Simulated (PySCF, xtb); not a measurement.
BHCl2, SMILES B(Cl)Cl.

Geometry: PBE0-D3(BJ)/def2-TZVP.

The numbers are results of PySCF with C-PCM-M06-2X/def2-SVP, not measurements.

The values are the electrostatic part of the solvation free energy, E(continuum) − E(gas) at the gas-phase geometry, in a cavity of scaled van der Waals radii (PySCF's table); cavitation and dispersion terms are not included. In vacuum the orbital gap is 9.92 eV. The dipole moment in vacuum is 0.47 D.

Question: Estimate the values in water (ε = 78.36), dichloromethane (ε = 8.93), acetone (ε = 20.49). (Estimate from the structure and the level; the computed values follow.)

Answer: 
```tsv
solvent	ε	ΔG(elec) (kcal/mol)	dipole (D)	gap (eV)
water	78.36	-0.6	0.61	10.00
dichloromethane	8.93	-0.6	0.60	9.99
acetone	20.49	-0.6	0.61	10.00
```

For comparison, GFN2-xTB/ALPB(water) (xtb, at the GFN2-xTB geometry, all terms of that model) gives -0.9 kcal/mol.
